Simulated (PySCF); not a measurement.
## Working out the ionisation energy of Sn⁺

Sn⁺ [Kr] 4d10 5s2 5p1 (2P) → Sn²⁺ [Kr] 4d10 5s2 (1S). Computed with PySCF 2.14 in aug-cc-pwCVDZ-PP with ECP28MDF, with a scalar-relativistic core potential. Frozen: 4s2 4p6 4d10. Energies in hartree (1 hartree = 27.21139 eV):

```json
{"part": "UHF", "Sn⁺ (lower)": "-213.083772", "Sn²⁺ (upper)": "-212.579270"}
{"part": "CCSD correlation", "Sn⁺ (lower)": "-0.042115", "Sn²⁺ (upper)": "-0.033890"}
{"part": "(T)", "Sn⁺ (lower)": "-0.000479", "Sn²⁺ (upper)": "0.000000"}
```

What does Hartree-Fock give?

(-212.579270) − (-213.083772) = 0.504502 hartree = 13.728 eV.

What do CCSD and CCSD(T) give?

The CCSD correlation energies differ by 0.008225 hartree = 0.224 eV and the triples by 0.000479 hartree = 0.013 eV, so CCSD gives 13.952 eV and CCSD(T) 13.965 eV.

Measured between the centres of the two terms (NIST): 14.282 eV, so CCSD(T) (valence) is off by -0.317 eV.

A double-zeta basis recovers only part of the correlation energy.

What remains against the reference includes basis incompleteness, the frozen core and higher excitations.
